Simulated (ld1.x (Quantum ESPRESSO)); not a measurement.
Tc (Z = 43): variants of one TM potential

Base potential:

ld1.x (Quantum ESPRESSO) 7.5 input, shortened:

```
&input
   title='Tc', zed=43., rel=1, dft='PW91', iswitch=3,
   config='[Kr] 4d5 5s1 5p0'
 /
 &inputp
   pseudotype=2, tm=.true., lloc=-2, rcloc=1.55,
   nlcc=.true., rcore=1.45
 /
3
4S  1  0   2.00   0.00  1.85  1.85  0.0
4P  2  1   6.00   0.00  1.60  1.60  0.0
4D  3  2   5.00   0.00  1.75  1.75  0.0
 &test
   configts(1)='4s2 4p6 4d5 5s1 5p0'
 /
```

Occupied shells without a wave of their own: 5s. They enter only through the test configuration that unscreens the potential, and ld1.x also counts them in the model core charge.

All-electron outer shells of the reference configuration (PW91, scalar-relativistic, ld1.x):

```json
{"shell": "3d", "level (eV)": "-257.58", "outermost node (bohr)": "–", "outermost maximum (bohr)": "0.31"}
{"shell": "4s", "level (eV)": "-81.02", "outermost node (bohr)": "0.50", "outermost maximum (bohr)": "0.95"}
{"shell": "4p", "level (eV)": "-52.99", "outermost node (bohr)": "0.51", "outermost maximum (bohr)": "1.03"}
{"shell": "4d", "level (eV)": "-14.16", "outermost node (bohr)": "0.50", "outermost maximum (bohr)": "1.27"}
{"shell": "5s", "level (eV)": "-11.46", "outermost node (bohr)": "1.27", "outermost maximum (bohr)": "2.62"}
{"shell": "5p", "level (eV)": "-6.93", "outermost node (bohr)": "1.44", "outermost maximum (bohr)": "3.24"}
```

Cutoffs, loose and tight: the cutoffs (Ry, on a coarse ladder) from which the occupation-weighted sum of valence levels, in a spherical-Bessel basis at the reference potential, stays within 10 and 1 mRy of its value at 400 Ry. They do not see the model core or the augmentation charge, which bear on the density cutoff. Test errors are all-electron minus pseudo excitation energies from the reference, over the configurations 4s2 4p6 4d5 5s2 5p0; 4s2 4p6 4d5 5s0 5p0; 4s2 4p6 4d4 5s0 5p0; 4s2 4p6 4d5 5s0 5p1; 4s2 4p6 4d5 5s0 5p2; 4s2 4p6 4d5 5s1 5p1; 4s2 4p6 4d4 5s2 5p0. A dash means not determined; rows that change the core or the reference have their own tests.

With those shells counted twice in exchange and correlation these files are broken, and their errors move erratically; no question is asked of them.

A true bound ghost makes a file unfit for plane-wave use even where its test errors are small: the radial tests pick states by their node count and pass the ghost by.

```csv
change,outcome,"cutoff, loose","cutoff, tight",bound ghosts,largest test error (meV)
base,"generated, misses its reference levels by 1.82 eV",50 Ry,80 Ry,s,+2968
"all radii but the core radius scaled by about 0.78 (s 1.44, p 1.24, d 1.36 bohr); local potential all-electron potential smoothed inside 1.20 bohr (lloc = -2)","generated, misses its reference levels by 0.32 eV",100 Ry,140 Ry,none,-805
"all radii but the core radius scaled by about 0.90 (s 1.66, p 1.44, d 1.56 bohr); local potential all-electron potential smoothed inside 1.38 bohr (lloc = -2)","generated, misses its reference levels by 0.23 eV",60 Ry,110 Ry,none,-641
"all radii but the core radius scaled by about 1.07 (s 1.98, p 1.70, d 1.86 bohr); local potential all-electron potential smoothed inside 1.66 bohr (lloc = -2)","generated, misses its reference levels by 2.32 eV",45 Ry,55 Ry,none,-4224
"all radii but the core radius scaled by about 1.17 (s 2.16, p 1.88, d 2.04 bohr); local potential all-electron potential smoothed inside 1.82 bohr (lloc = -2)","generated, misses its reference levels by 1.14 eV",40 Ry,55 Ry,none,-2210
"all radii but the core radius scaled by about 1.27 (s 2.36, p 2.04, d 2.22 bohr); local potential all-electron potential smoothed inside 1.96 bohr (lloc = -2)","generated, misses its reference levels by 0.70 eV",40 Ry,55 Ry,none,-1443
"all radii but the core radius scaled by about 1.39 (s 2.58, p 2.22, d 2.44 bohr); local potential all-electron potential smoothed inside 2.16 bohr (lloc = -2)",generated,35 Ry,55 Ry,none,-503
```

Reading the sweep of the scale of all radii but the core radius (base = 1) (base included, trends over the rows without a ghost): The loose cutoff falls from 100 Ry at 0.78 to 35 Ry at 1.39. A larger radius leaves more room for a smooth pseudo-wave, so fewer plane waves are needed; a smaller one forces it to follow the all-electron wave where it bends sharply. The median size of the test errors (rows with all tests solved) falls from 352.6 meV at 0.78 to 258.7 meV at 1.39, with one reversal. This runs against the usual rule that a larger radius transfers worse; these runs do not show why. Bound ghosts are found at 1.
